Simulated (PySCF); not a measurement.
Compound: C3H11NOSi.
Cartesian coordinates in Å at the PBE0-D3(BJ)/def2-SVP level; atoms count from 1:
```
atom  x, y, z in Å
C1     3.3803   -0.1612   -0.0710
O2     2.0273   -0.1172    0.2746
Si3    0.7964    0.1268   -0.8286
N4    -0.7338    0.2466   -0.0620
C5    -1.5061   -0.9179    0.2911
C6    -1.1680    1.4655    0.5735
H7     3.6164   -1.0153   -0.7341
H8     3.7137    0.7627   -0.5820
H9     3.9821   -0.2728    0.8445
H10    1.0721    1.4078   -1.5510
H11    0.7524   -1.0335   -1.7705
H12   -1.4438   -1.1583    1.3709
H13   -1.1562   -1.7993   -0.2669
H14   -2.5752   -0.7725    0.0468
H15   -2.2228    1.6883    0.3253
H16   -0.5609    2.3181    0.2337
H17   -1.0905    1.4194    1.6777
```

Computed, not measured: PySCF 2.14.0, density-fitted response routines, TDDFT CAM-B3LYP/def2-SVPD, vertical, gas phase, core orbitals frozen in the response.

Ground-to-excited transition dipoles (e·a0, same axes as the geometry; the sign carries no meaning), for the states with f of 0.002 or more among the lowest 10:

```csv
state,E (hartree),μx,μy,μz
S1,0.2275,0.038,-0.039,0.217
S2,0.2527,0.599,-0.032,-0.391
S3,0.2583,0.132,-0.059,0.292
S5,0.2735,-0.162,-0.038,-0.196
S6,0.2748,0.052,-0.248,-0.010
S8,0.2888,-0.195,0.052,-0.128
S10,0.3011,0.064,0.500,0.060
```

Q: What oscillator strength does each state have?

A: f = (2/3) ΔE |μ|² with ΔE in hartree (27.2114 eV).

| state | \|μ\|² (au) | \|μ\| (D) | f |
| --- | --- | --- | --- |
| S1 | 0.050 | 0.57 | 0.008 |
| S2 | 0.513 | 1.82 | 0.086 |
| S3 | 0.106 | 0.83 | 0.018 |
| S5 | 0.066 | 0.65 | 0.012 |
| S6 | 0.064 | 0.64 | 0.012 |
| S8 | 0.057 | 0.61 | 0.011 |
| S10 | 0.257 | 1.29 | 0.052 |

Q: Which bond between heavy atoms lies closest to the direction of the S2 transition dipole?

A: Si3–N4, at 7° from it; next C1–O2 at 19°.

Q: What angle do the transition dipoles of S6 and S10 make?

A: |cos θ| = |μa·μb| / (|μa| |μb|) = 0.94, so θ ≈ 20° (taken between 0 and 90°, since the signs are arbitrary).

Q: What peak molar absorption coefficient would the strongest computed level give as a lone Gaussian band 0.3 eV wide at half height?

A: ε(max) = 2.175×10⁸ f / FWHM, with the width in cm⁻¹. S2: 2.175×10⁸ × 0.0864 / 2420 ≈ 7800 L mol⁻¹ cm⁻¹.

All these states lie below the vertical ionisation energy of 8.59 eV (ΔSCF).

One conformer stands for the species.

Without π bonds the low states may be Rydberg-like; a valence basis with one diffuse set may place them up to an eV too high.
